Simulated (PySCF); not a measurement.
Dipole moment and polarisability of `C=C[C@H]1C[SiH2]1`

C4H8Si.
Cartesian coordinates in Å at the GFN2-xTB level; atoms count from 1:
```
atom  x, y, z in Å
C1     1.8411    0.0758   -0.6299
C2     1.2145    0.2811    0.5218
C3    -0.2320    0.3308    0.7297
C4    -1.1804    0.6486   -0.4364
Si5   -1.3391   -1.1203    0.1597
H6     2.9152    0.0447   -0.6883
H7     1.3132   -0.0642   -1.5580
H8     1.8055    0.4034    1.4225
H9    -0.5048    0.8058    1.6656
H10   -1.9561    1.3670   -0.2080
H11   -0.7026    0.8742   -1.3788
H12   -0.6965   -2.1742   -0.6009
H13   -2.4823   -1.4723    0.9833
```

Level: CAM-B3LYP/def2-SVPD (PySCF), static field, nuclei fixed, core orbitals frozen in the response. The polarisability tensor in these axes (au):

```
x   87.36  9.10 -6.98
y    9.10 72.40 -0.62
z   -6.98 -0.62 68.44
```

Give the principal values, the mean and the anisotropy Δα = √{½[(α1 − α2)² + (α2 − α3)² + (α1 − α3)²]}.

Principal values 64.95, 69.83 and 93.41 au; mean 76.06 au = 11.27 Å³ = 12.54 × 10⁻⁴⁰ C²·m²/J; Δα = 26.35 au (35 % of the mean).

What is the dipole moment, and where does it point?

(-0.76, -0.30, 0.33) D, 0.88 D in size, pointing from the negative to the positive side. Measured along this direction, the outermost atoms are H6 at the negative end and H13 at the positive end.

Traceless (Buckingham) quadrupole moment about the centre of nuclear charge: eigenvalues?

-1.69, -0.27, 1.96 D·Å. The values depend on the origin, since the dipole doesn't vanish. The electronic extent ⟨r²⟩ about the same centre is 573 bohr², a root-mean-square distance of 1.87 Å for the 46 electrons.

In TDDFT the mean static polarisability is Σ f/ω² over all singlet excitations (ω in hartree). How much of it do the 8 lowest give? Their energies (eV) and oscillator strengths: 5.44, 0.2470; 6.00, 0.0294; 6.32, 0.0652; 6.48, 0.0031; 6.67, 0.0723; 6.87, 0.0036; 7.01, 0.0467; 7.28, 0.0084.

They add up to 10.13 au, 13.3 % of the 76.06 au; the largest single term is 6.18 au, from the state at 5.44 eV. Terms in order: 6.18, 0.60, 1.21, 0.05, 1.20, 0.06, 0.70, 0.12 au. Higher excitations give the rest. The strengths listed sum to 0.476.

Give the principal axes and the span of the nuclei along them.

Largest value along (0.88, 0.39, -0.26), where the nuclei span 5.79 Å; middle along (-0.19, 0.80, 0.57), 3.64 Å; least along (0.43, -0.46, 0.78), 3.47 Å. The response follows the extents in order.

Find the Langevin capture rate constant for NH4+ (18.034 u) meeting this molecule (84.040 u), k = 2.342 × 10⁻⁹ cm³/s × √(α in Å³ / reduced mass in u).

The reduced mass is 14.85 u, so k = 2.04 × 10⁻⁹ cm³/s. The formula leaves out the permanent dipole, which adds to the capture rate.

What depolarisation ratio follows for Rayleigh scattering of linearly polarised light, taking the static tensor?

ρ = 3Δα²/(45ᾱ² + 4Δα²) = 2083.7/(260360 + 2778.3) = 0.00792.

One conformer (not necessarily the lowest) at the GFN2-xTB geometry, without solvent, vibrations or thermal averaging.

These values come from a run that also computed excited states. Hardware: one thread, Intel Xeon Platinum 8488C (x86_64), no GPU, on a shared host. Cost: 29 s of wall time (grids of density and orbitals included), 0.74 GiB resident at most.
